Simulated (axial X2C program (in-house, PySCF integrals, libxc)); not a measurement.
AuSi at several levels of theory

All values were computed with an axial X2C code built on PySCF integrals. Spin-free means the one-electron spin-free X2C Hamiltonian; two-component (2c) means X2C with spin–orbit coupling and atomic mean-field two-electron Coulomb and Gaunt terms, so the difference of the two also holds small scalar two-electron terms. Basis: Au dyall-cv3z [13s14p9d6f4g], Si dyall-v3z [8s7p2d1f] (cores contracted in-house); Gaussian nuclei, density fitting, unrestricted open shells. Masses: Au 196.967 u, Si 27.977 u.

State, spin-free: M_S = 1/2, Λ = 1 (beyond evenly filled blocks: π+α); electrons by block: σα: 18, σβ: 18, π+α: 10, π+β: 9, π-α: 9, π-β: 9, δ+α: 4, δ+β: 4, δ-α: 4, δ-β: 4, φ+α: 1, φ+β: 1, φ-α: 1, φ-β: 1. Fragments: Au + Si.

State, 2c: Ω = 1/2 (⟨Sz⟩ = -0.49, ⟨Lz⟩ = 0.99 at PBE0); electrons by block: 1/2: 28, -1/2: 27, 3/2: 13, -3/2: 13, 5/2: 5, -5/2: 5, 7/2: 1, -7/2: 1. Fragments: Au + Si.

```json
{"Hamiltonian": "spin-free", "level": "PBE0", "Re (Å)": "2.249", "ωe (cm⁻¹)": "376.8", "De (eV)": "2.94", "D0 (eV)": "2.92", "k (mdyn/Å)": "2.05", "μ (D)": "-0.29"}
{"Hamiltonian": "spin-free", "level": "HF", "Re (Å)": "2.349", "ωe (cm⁻¹)": "311.9", "De (eV)": "1.07", "D0 (eV)": "1.05", "k (mdyn/Å)": "1.4", "μ (D)": "-1.51"}
{"Hamiltonian": "spin-free", "level": "PW91", "Re (Å)": "2.247", "ωe (cm⁻¹)": "381.7", "De (eV)": "3.37", "D0 (eV)": "3.35", "k (mdyn/Å)": "2.1", "μ (D)": "0.11"}
{"Hamiltonian": "2c", "level": "PBE0", "Re (Å)": "2.237", "ωe (cm⁻¹)": "383.9", "De (eV)": "3.06", "D0 (eV)": "3.03", "k (mdyn/Å)": "2.13", "μ (D)": "-0.25"}
{"Hamiltonian": "2c", "level": "HF", "Re (Å)": "2.333", "ωe (cm⁻¹)": "317.2", "De (eV)": "1.15", "D0 (eV)": "1.13", "k (mdyn/Å)": "1.45", "μ (D)": "-1.46"}
{"Hamiltonian": "2c", "level": "PW91", "Re (Å)": "2.236", "ωe (cm⁻¹)": "387.7", "De (eV)": "3.50", "D0 (eV)": "3.48", "k (mdyn/Å)": "2.17", "μ (D)": "0.16"}
```

Dipoles are positive if Si is the positive end.

Occupations by symmetry block were frozen at the best pattern of an incomplete PBE0 search. De is counted from the lowest determinant-based energies of the atoms at the same level, without counterpoise correction. Density functionals use the spin component along the axis (collinear). The 2c atoms are single determinants rather than J levels; their spin–orbit lowering is only partly caught, and De is too large by that part. This holds for PBE0, PW91. The functionals have no current-density term, which raises determinants with orbital currents, atoms included.

No reliable constants came from MP2 (2c), MP2 (spin-free): no minimum in range, unconverged points, a curve that is not smooth, a change of character along it, or the two Hamiltonians disagreeing along it.

Rough cost a point (2c) on 1 thread(s) of a shared host, integrals apart: PBE0 1.1 s, HF 1.3 s, PW91 0.4 s.

The whole task took 3.1 min on 1 thread of Arm Neoverse V1 (shared host).
